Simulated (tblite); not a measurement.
C₅H₁₀B₂.
Atom-mapped SMILES: `[BH2:1][C@H:2]([BH:3][CH2:4][CH3:5])[C:6]#[CH:7]` (hydrogens: H8, H9 on B1; H10 on C2; H11 on B3; H12, H13 on C4; H14, H15, H16 on C5; H17 on C7)

Computed with GFN2-xTB (tblite), gas phase: Langevin dynamics at 300 K from the optimised GFN2-xTB geometry, time step 0.5 fs, friction 0.01 fs⁻¹, 2000 steps. The instantaneous temperature is 2·E(kin)/(3Nk) with all 3N coordinates.

| t (fs) | T (K) | E(pot) above start (eV) | B1–C2 (Å) | C2–B3 (Å) | B3–C4 (Å) | C4–C5 (Å) | C2–C6 (Å) | B1–H8 (Å) | B1–C2–B3–C4 (°) |
| --- | --- | --- | --- | --- | --- | --- | --- | --- | --- |
| 0 | 259 | 0.000 | 1.571 | 1.588 | 1.573 | 1.531 | 1.445 | 1.169 | -108 |
| 25 | 222 | 0.320 | 1.576 | 1.538 | 1.587 | 1.519 | 1.454 | 1.168 | -109 |
| 50 | 256 | 0.426 | 1.581 | 1.536 | 1.630 | 1.535 | 1.405 | 1.182 | -107 |
| 75 | 274 | 0.463 | 1.584 | 1.599 | 1.614 | 1.518 | 1.459 | 1.201 | -106 |
| 100 | 316 | 0.337 | 1.537 | 1.638 | 1.587 | 1.570 | 1.442 | 1.178 | -107 |
| 125 | 230 | 0.496 | 1.579 | 1.589 | 1.542 | 1.556 | 1.445 | 1.170 | -107 |
| 150 | 234 | 0.468 | 1.583 | 1.605 | 1.538 | 1.554 | 1.429 | 1.154 | -94 |
| 175 | 298 | 0.489 | 1.598 | 1.658 | 1.627 | 1.588 | 1.399 | 1.163 | -94 |
| 200 | 220 | 0.530 | 1.623 | 1.585 | 1.554 | 1.495 | 1.440 | 1.151 | -88 |
| 225 | 281 | 0.587 | 1.594 | 1.579 | 1.591 | 1.503 | 1.447 | 1.158 | -98 |
| 250 | 285 | 0.618 | 1.561 | 1.591 | 1.567 | 1.554 | 1.443 | 1.165 | -106 |
| 275 | 231 | 0.816 | 1.599 | 1.616 | 1.544 | 1.568 | 1.426 | 1.181 | -102 |
| 300 | 384 | 0.566 | 1.558 | 1.609 | 1.567 | 1.524 | 1.444 | 1.180 | -98 |
| 325 | 225 | 0.753 | 1.586 | 1.596 | 1.626 | 1.488 | 1.441 | 1.172 | -89 |
| 350 | 293 | 0.504 | 1.541 | 1.569 | 1.545 | 1.522 | 1.454 | 1.172 | -82 |
| 375 | 310 | 0.625 | 1.585 | 1.535 | 1.671 | 1.580 | 1.450 | 1.203 | -91 |
| 400 | 364 | 0.566 | 1.568 | 1.540 | 1.617 | 1.555 | 1.459 | 1.203 | -99 |
| 425 | 311 | 0.408 | 1.585 | 1.609 | 1.609 | 1.535 | 1.435 | 1.185 | -100 |
| 450 | 336 | 0.576 | 1.578 | 1.631 | 1.557 | 1.502 | 1.429 | 1.172 | -102 |
| 475 | 387 | 0.627 | 1.602 | 1.576 | 1.558 | 1.495 | 1.436 | 1.158 | -114 |
| 500 | 399 | 0.621 | 1.567 | 1.585 | 1.592 | 1.531 | 1.471 | 1.196 | -132 |
| 525 | 435 | 0.610 | 1.586 | 1.580 | 1.642 | 1.540 | 1.459 | 1.184 | -137 |
| 550 | 462 | 0.575 | 1.556 | 1.595 | 1.604 | 1.541 | 1.494 | 1.187 | -149 |
| 575 | 320 | 0.899 | 1.502 | 1.596 | 1.600 | 1.555 | 1.434 | 1.211 | -166 |
| 600 | 333 | 0.833 | 1.584 | 1.675 | 1.583 | 1.574 | 1.476 | 1.223 | -166 |
| 625 | 359 | 0.828 | 1.564 | 1.592 | 1.555 | 1.582 | 1.452 | 1.220 | -164 |
| 650 | 445 | 0.812 | 1.589 | 1.605 | 1.548 | 1.541 | 1.457 | 1.208 | -177 |
| 675 | 304 | 1.042 | 1.575 | 1.577 | 1.560 | 1.474 | 1.435 | 1.196 | 170 |
| 700 | 427 | 0.897 | 1.529 | 1.596 | 1.633 | 1.518 | 1.452 | 1.192 | 156 |
| 725 | 326 | 0.814 | 1.515 | 1.577 | 1.624 | 1.549 | 1.520 | 1.208 | 139 |
| 750 | 404 | 0.746 | 1.551 | 1.618 | 1.525 | 1.536 | 1.495 | 1.194 | 127 |
| 775 | 370 | 0.717 | 1.529 | 1.633 | 1.583 | 1.569 | 1.443 | 1.178 | 132 |
| 800 | 302 | 0.922 | 1.581 | 1.595 | 1.628 | 1.527 | 1.444 | 1.146 | 133 |
| 825 | 372 | 0.889 | 1.587 | 1.628 | 1.570 | 1.499 | 1.426 | 1.140 | 139 |
| 850 | 310 | 0.857 | 1.617 | 1.664 | 1.573 | 1.509 | 1.429 | 1.170 | 127 |
| 875 | 354 | 0.768 | 1.583 | 1.591 | 1.626 | 1.540 | 1.456 | 1.189 | 127 |
| 900 | 279 | 0.796 | 1.627 | 1.534 | 1.599 | 1.577 | 1.424 | 1.190 | 130 |
| 925 | 262 | 0.756 | 1.582 | 1.646 | 1.641 | 1.538 | 1.447 | 1.190 | 132 |
| 950 | 270 | 0.618 | 1.614 | 1.627 | 1.600 | 1.489 | 1.416 | 1.183 | 131 |
| 975 | 404 | 0.584 | 1.590 | 1.589 | 1.560 | 1.517 | 1.400 | 1.187 | 123 |
| 1000 | 398 | 0.658 | 1.540 | 1.669 | 1.557 | 1.620 | 1.443 | 1.196 | 108 |

**Question.** From 500 fs on, how do temperature and potential energy compare with equipartition?

**Answer.** The mean temperature of these 21 frames is 359 K against the target 300 K, and the mean potential energy 0.77 eV against 45 × kT/2 = 0.58 eV for 45 classical harmonic modes. For 17 atoms in a canonical ensemble the temperature itself scatters by T·√(2/(3N)) = 59 K; here its standard deviation is 58 K. The whole run lasts only 10 friction times of 100 fs, so these averages carry a wide statistical error.

**Question.** What are the kinetic and total energies of the listed frame with the highest potential energy?

**Answer.** The one at 675 fs, 1.042 eV above the start. Its kinetic energy is 3NkT/2 = 0.668 eV at 304 K, so the sum is 1.71 eV; over the listed frames the sum runs from 0.57 to 1.84 eV, since the thermostat adds and removes energy.

**Question.** How much do the listed bonds fluctuate from 500 fs on?

**Answer.** 
| bond | at the start (Å) | mean (Å) | standard deviation (Å) |
| --- | --- | --- | --- |
| B1–C2 | 1.571 | 1.570 | 0.032 |
| C2–B3 | 1.588 | 1.608 | 0.034 |
| B3–C4 | 1.573 | 1.591 | 0.033 |
| C4–C5 | 1.531 | 1.539 | 0.033 |
| C2–C6 | 1.445 | 1.451 | 0.028 |
| B1–H8 | 1.169 | 1.190 | 0.020 |

The motion is classical and holds no zero-point motion.

The cost below is that of the whole dynamics run. The run took 35 s on an AMD EPYC with one thread, no GPU, shared host with 64 logical CPUs at a one-minute load of 60, and the process peaked at 0.18 GiB of memory.
